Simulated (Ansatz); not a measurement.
Consider the ligand exchange at the Si–S bond: `OB(F)[SiH2]S` + HBr → `OB(F)[SiH2]Br` + H₂S.

Calculated with Ansatz (gas phase, PBE0-D4/def2-TZVP geometries, no zero-point term in ΔE). CCSD(T)/CBS is the MP2 limit (def2-TZVPP, def2-QZVPP) plus CCSD(T) − MP2 in def2-TZVPP, frozen cores. This one scheme is used for every species. DFT in def2-TZVPP. For Br outer-core shells are correlated without core-valence functions, which leaves a few kJ/mol of doubt a bond. Scalar relativity is left out up to krypton. Each species was taken in one conformer, which may not be the lowest.

```
        species  PBE energy (Eh)
 `OB(F)[SiH2]S`       -889.71402
            HBr      -2574.36854
`OB(F)[SiH2]Br`      -3064.86961
            H₂S       -399.22783
```

Question: Work out ΔE.

Answer: ΔE = (-3064.86961) + (-399.22783) − (-889.71402) − (-2574.36854) = -0.01488 Eh = -9.3 kcal/mol. CCSD(T)/CBS gives -10.2 kcal/mol.

Largest T1 diagnostic among the species: 0.013.

In def2-TZVPP, CCSD(T) changes the Hartree–Fock value by +1.6 kcal/mol (the triples alone add +0.2 kcal/mol) and MP2 by +1.2 kcal/mol.
